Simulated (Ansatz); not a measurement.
Isomers of Ge$_{2}$Se$_{3}$⁻ (doublet), relaxed with r2SCAN-D4/def2-SVPD; total energies from Ansatz at PBE-QIDH/def2-TZVPD.

```csv
isomer,description,energy (Eh)
A,point group D3h; 6 × Ge–Se 2.48 Å; 1 × Ge–Ge 2.69 Å,-11355.94289
B,point group Cs; 5 × Ge–Se 2.25 to 2.49 Å,-11355.92508
```

Correlated methods freeze 45 core orbitals; core or outer-core shells of Ge, Se are correlated, in sets that lack core-valence functions.

The isomers come from a short search, and lower ones may exist.

Work out the relative energies (1 Eh = 2625.5 kJ/mol) and the Boltzmann populations at 1200 K from electronic energies alone (R = 8.314 J/mol/K).

ΔE: A 0.0, B 46.8 kJ/mol. RT = 9.98 kJ/mol. Factors exp(−ΔE/RT): A 1, B 0.00919; sum 1.009. Populations: A 99.1 %, B 0.9 %. Zero-point energy, vibrational entropy and symmetry numbers are left out and can shift these; an error of 4 kJ/mol changes a ratio by a factor of 1.5. Over the other density-functional and correlated levels in def2 sets, the gap between A and B ranges from 31 to 62 kJ/mol.
